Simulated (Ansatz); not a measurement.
`F[SiH2]O[SiH2]Cl` at its PBE0-D4/def2-TZVP geometry, where that method's forces vanish. Charge 0, multiplicity 1.

```xyz
9

F     1.1306   -2.0102   -0.7680
Si   -0.3266   -1.4855   -0.3981
O    -0.1953   -0.1376    0.4992
Si    0.2609    1.4195    0.5994
Cl    0.1792    2.2926   -1.2530
H    -1.0323   -1.1966   -1.6629
H    -0.9869   -2.5177    0.4237
H    -0.6848    2.1297    1.4822
H     1.6553    1.5057    1.0774
```

Question: What forces (eV/Å) does ωB97M-V/def2-TZVPP give on these atoms in the Gaussian-basis code of Ansatz? (Best estimate.)

Answer: The calculation gave: 
```
F1   0.128 -0.041 -0.033
Si2 -0.306 -0.147 -0.068
O3  -0.018  0.002  0.037
Si4  0.086  0.179  0.239
Cl5 -0.006  0.007 -0.049
H6   0.087 -0.032  0.155
H7   0.082  0.129 -0.110
H8   0.124 -0.088 -0.111
H9  -0.176 -0.010 -0.059
```
